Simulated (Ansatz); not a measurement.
An input meant for GeCl₂⁺ (charge 1, doublet; atoms displaced at random, 0.15 Å in each coordinate).

```yaml
crystal:
  periodic: [false, false, false]
  atoms:
    - {symbol: Ge, position_ang: [0.370763, 1.601875, -1.651708]}
    - {symbol: Cl, position_ang: [-3.080962, -1.075533, -0.586420]}
    - {symbol: Cl, position_ang: [2.934092, -0.037026, 1.361901]}
basis:
  gaussian: {orbitals: aug-cc-pVDZ}
total_charge: 1
magnetization: {spin_polarized: true, initial_magnetization: 1}
hamiltonian: {xc: {name: wB97M-V}}
scf: {omitted_lower_state_checks: [starts]}
output: {forces: true}
```

```sh
$ ansatz run in.yaml --threads 4 --pin off --events-out ev --progress --plain --max-ram 3916MiB
```

Shortened log:

```
Functional definition: wB97M-V
942 factors; integrals over basis functions are off by at most 2.7e-4 eV
270 factors; integrals over basis functions are off by at most 2.3e-4 eV
mean field evaluation 1: about -81535.7474 eV, gradient 2.6e1 eV
mean field evaluation 2: about -81337.0950 eV, gradient 7.9e1 eV
mean field evaluation 4: about -81458.5624 eV, gradient 1.1e2 eV
mean field evaluation 8: about -81539.0085 eV, gradient 1.5e1 eV
mean field evaluation 16: about -81545.4616 eV, gradient 1.8e-2 eV
mean field evaluation 32: about -81545.5537 eV, gradient 2.9e-4 eV
mean field evaluation 64: about -81545.5936 eV, gradient 1.1e-9 eV
mean field -81545.59357364 eV, -2996.7452902426 hartree, gradient 3.7e-10 eV, S^2 1.755298; 0 other end points of the search recorded, 0 dependent functions left out
reference -81545.59365409 eV, -2996.7452931991 hartree; 33, 32 occupied and 57, 58 virtual orbitals, 942 factors
Total energy: -81545.59365409 eV, -2996.7452931991 hartree
Atom 0 at     0.370763     1.601875    -1.651708 Å, force     0.006272    -0.130626     0.140186 eV/Å
Atom 1 at    -3.080962    -1.075533    -0.586420 Å, force     0.089555     0.069419    -0.027591 eV/Å
Atom 2 at     2.934092    -0.037026     1.361901 Å, force    -0.095826     0.061206    -0.112595 eV/Å
Dipole moment:     0.220390     0.951947    -0.887236 e Å
Checks for a lower state left out: starts
```

In this input the coordinates are in bohr but typed as ångström. The calculation finished and met its thresholds. The result belongs to that input, not to the species as meant.

The charge 1 doublet is spin-contaminated (final ⟨S²⟩ up to 1.76, 0.75 for a pure state).
